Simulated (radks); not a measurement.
Task: All-electron atom: Mo2+ in [Kr] 4d4. Method: Dirac Kohn-Sham, BLYP, spin-unpolarised, spherical densities, point nucleus; open shells fill j = l - 1/2 first; computed with a radial shooting solver on a logarithmic mesh with Libxc functionals. Some entries of the table are withheld. Estimate them.

orbital  occ.  eigenvalue (hartree)  <1/r> (bohr^-1)
1s1/2       2                   (1)            43.55
2s1/2       2             -103.5109              (2)
2p1/2       2             -95.28945            9.890
2p3/2       4             -91.37102            9.417
3s1/2       2             -18.16949            3.390
3p1/2       2             -15.04199            3.289
3p3/2       4             -14.39684            3.175
3d3/2       4              -8.86506              (3)
3d5/2       6              -8.74290              (4)
4s1/2       2                   (5)            1.241
4p1/2       2              -2.13953            1.120
4p3/2       4              -2.04631            1.087
4d3/2       4              -0.76487           0.7691
4d5/2       0              -0.75574           0.7614

Result: 
(1) 1s1/2 eigenvalue (hartree): -728.9354
(2) 2s1/2 <1/r> (bohr^-1): 9.913
(3) 3d3/2 <1/r> (bohr^-1): 2.987
(4) 3d5/2 <1/r> (bohr^-1): 2.957
(5) 4s1/2 eigenvalue (hartree): -3.03173
